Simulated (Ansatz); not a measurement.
The same path of C$_{2}$H$_{5}$MgSi (9 atoms, charge 1, multiplicity 1) was run twice with different band settings. The coordinate that changes most is the dihedral C2–C3–Si4–H8.

All numbers below come from Ansatz 0.2.0, RHF/def2-SVP.

Relaxed end points:

```xyz
9
Properties=species:S:1:pos:R:3
Mg -0.608 2.249 -1.530
C -0.438 0.291 -0.560
C 0.425 -0.026 0.453
Si 0.441 -1.676 1.121
H -0.708 3.761 -2.243
H -1.078 -0.532 -0.887
H 1.110 0.713 0.862
H 1.329 -2.101 2.204
H -0.474 -2.680 0.579
```

```xyz
9
Properties=species:S:1:pos:R:3
Mg -0.610 2.250 -1.527
C -0.434 0.291 -0.561
C 0.430 -0.026 0.451
Si 0.439 -1.675 1.122
H -0.714 3.761 -2.241
H -1.075 -0.531 -0.889
H 1.117 0.710 0.860
H -0.481 -2.677 0.581
H 1.327 -2.103 2.204
```

Common settings: spring 5.0 eV/Å²; optimiser quadratic models (default); start path through a guess of the saddle point; force threshold 0.05 eV/Å; iteration limit 60; end points relaxed.

| run | movable images | climbing image |
| --- | --- | --- |
| 1 | 7 | yes |
| 2 | 8 | no |

(1) What does each run give, and how far can it be trusted?

## Answers

(1) Run 1: converged after 23 iterations, highest image 0.367 eV above the first end. The profile has 2 maxima (images 3, 5) with wells between them (image 4): this band takes more than one step, which may be the mechanism or a detour left from its start path. A vibrational analysis at the climbing image gives one clearly imaginary mode, 254i cm⁻¹: a first-order saddle point.
Run 2: converged after 26 iterations, highest image 0.344 eV above the first end. Beside the main top the profile has a ripple of under 15 meV (maxima at images 3, 6), which may be a very shallow well or noise. No image climbed, so the highest image needn't sit at the top of the path.
Limits of this set-up: the dipole of an ion depends on the origin.
